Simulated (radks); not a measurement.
Species: Zr II. Configuration: [Ar] 3d10 4s2 4p5.5 4d2 5s1.5 (fractional occupations, a model configuration). Calculated with a radial shooting solver on a logarithmic mesh with Libxc functionals: non-relativistic Kohn-Sham, PBE, spin-polarised, spherical densities, point nucleus; open shells are filled with parallel spins first (spin-orbit coupling, left out, can overturn this in heavy ions); relativity is left out, which matters for an element this heavy.

X-ray form factor f0, the Fourier transform of the density (f0(0) = 39):

| sin(theta)/lambda (1/angstrom) | f0 (electrons) |
|---|---|
| 0.05 | 38.155 |
| 0.1 | 36.087 |
| 0.15 | 33.620 |
| 0.2 | 31.222 |
| 0.25 | 29.006 |
| 0.3 | 26.983 |
| 0.4 | 23.533 |
| 0.5 | 20.818 |
| 0.6 | 18.606 |
| 0.8 | 14.888 |
| 1 | 11.768 |
| 1.25 | 8.901 |
| 1.5 | 7.144 |
| 2 | 5.462 |
